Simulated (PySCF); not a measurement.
# Exercise with solution: chemical shift, span and skew from a shielding tensor

Si(F)2(Et)(NH2) (C2H7F2NSi), SMILES CC[Si](N)(F)F. Atoms are numbered in the order given.

```xyz
13

C     -1.9393    -1.1798     0.7995
C     -1.2795     0.2060     0.7489
Si     0.3482     0.2214    -0.1415
N      1.5004    -0.7940     0.5998
F      0.8377     1.7666    -0.2904
F      0.1991    -0.2933    -1.6733
H     -1.2832    -1.9153     1.2908
H     -2.1451    -1.5560    -0.2150
H     -2.8938    -1.1559     1.3483
H     -1.1125     0.5979     1.7690
H     -1.9403     0.9412     0.2576
H      1.6379    -0.7847     1.6049
H      2.3401    -1.0856     0.1093
```
Charge 0, spin multiplicity 1.

The structure is a stationary point at B3LYP-D3(BJ)/def2-SVP. The values are those of a single conformer.

GIAO shieldings from PySCF with PBE/pcSseg-1, non-relativistic, no solvent. The symmetric part of the tensor of N4 has the principal values 203.3, 232.4, 270.4 ppm. The same nucleus in NH3 has σ = 267.0 ppm at this level (PySCF, at its B3LYP-D3(BJ)/def2-TZVP geometry).

Q: Work out the isotropic shielding, the ¹⁵N shift against NH3, the span and the skew.

A: 
σ(iso) = (σ11 + σ22 + σ33)/3 = 235.4 ppm. δ = σ(ref) − σ(iso) = 267.0 − (235.4) = 31.6 ppm.
Span Ω = σ33 − σ11 = 67.1 ppm. Skew κ = 3(σ(iso) − σ22)/Ω = 0.13. Tumbling in solution averages the tensor to δ; in a static solid the shielding alone would spread this spin-1/2 line over Ω.
